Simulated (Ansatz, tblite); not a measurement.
Adding an electron: the cluster Si₂O₂⁺ (the lowest doublet isomer of a short search). Charge 1, multiplicity 2. Geometry: PBE0-D4/def2-TZVP. Ansatz, gas phase; energy differences of separate SCF runs; the reduced species is a singlet (the triplet lies 2.44 eV higher at PBE0-D4/def2-TZVP).

```xyz
4

Si    1.157    0.271   -0.115
Si   -1.157   -0.271    0.115
O    -0.108   -0.036   -1.171
O     0.108    0.036    1.171
```

The xTB rows come from tblite. The structure comes from a short search, and lower isomers may exist.

```tsv
level	−HOMO (eV)	−LUMO (eV)	vertical EA (eV)	HOMO–LUMO gap (eV)
GFN2-xTB	–	–	13.42	–
PBE-D4/def2-TZVP	12.79	11.84	8.83	0.96
PBE0-D4/def2-TZVP	14.03	11.16	9.04	2.87
```

Task: Estimate the rows for GFN1-xTB, r2SCAN-D4/def2-TZVP.

Result: 
```csv
level,−HOMO (eV),−LUMO (eV),vertical EA (eV),HOMO–LUMO gap (eV)
GFN1-xTB,–,–,13.09,–
r2SCAN-D4/def2-TZVP,13.13,11.71,8.88,1.42
```

  HOMO and LUMO are the levels of the spin that leaves or enters (xTB has no such levels and no spin-polarisation term). Other spin states of the ions may lie lower, which would lower the ionisation energy or raise the affinity. Raw xTB energy differences between charge states are shifted by several eV; the methods need an empirical correction for them.
